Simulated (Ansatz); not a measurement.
`FCBCl` + `C#CNCN` → `NB(Cl)CF` + `C#CNC`  (formal exchange of groups at a B–H bond)

Isolated molecules relaxed with PBE0-D4/def2-TZVP in Ansatz; ΔE leaves out vibrations. CCSD(T)/CBS adds triple-zeta CCSD(T) − MP2 to the extrapolated MP2 energy (def2 sets, frozen cores). DFT in def2-TZVPP. B3LYP here is the variant with VWN-RPA as its local correlation; programs differ in this. Each species was taken in one conformer, which may not be the lowest.

| level | ΔE (kJ/mol) | difference from CCSD(T)/CBS |
| --- | --- | --- |
| PBE-D4 | -177.0 | 3.5 |
| r2SCAN-D4 | -181.5 | -1.0 |
| PBE0-D4 | -179.6 | 0.9 |
| B3LYP-D4 | -181.4 | -0.9 |
| ωB97X-V | -177.3 | 3.2 |
| ωB97M-V | -181.3 | -0.8 |
| B2PLYP | -181.1 | -0.6 |
| PBE | -176.2 | 4.3 |
| r2SCAN | -181.4 | -0.9 |
| PBE0 | -178.9 | 1.6 |
| B3LYP | -180.0 | 0.5 |
| HF/def2-TZVPP | -177.4 | 3.1 |
| MP2/def2-TZVPP | -183.2 | -2.7 |
| SCS-MP2/def2-TZVPP | -180.2 | 0.3 |
| CCSD/def2-TZVPP | -179.2 | 1.3 |
| CCSD(T)/def2-TZVPP | -178.9 | 1.6 |
| HF/def2-QZVPP | -177.4 | 3.1 |
| MP2/def2-QZVPP | -184.2 | -3.7 |
| SCS-MP2/def2-QZVPP | -181.3 | -0.8 |
| HF/CBS(def2) | -177.4 | 3.1 |
| MP2/CBS(def2) | -184.9 | -4.4 |
| CCSD/CBS(def2) | -180.9 | -0.4 |
| CCSD(T)/CBS | -180.5 | 0 |

Largest T1 diagnostic among the species: 0.012.
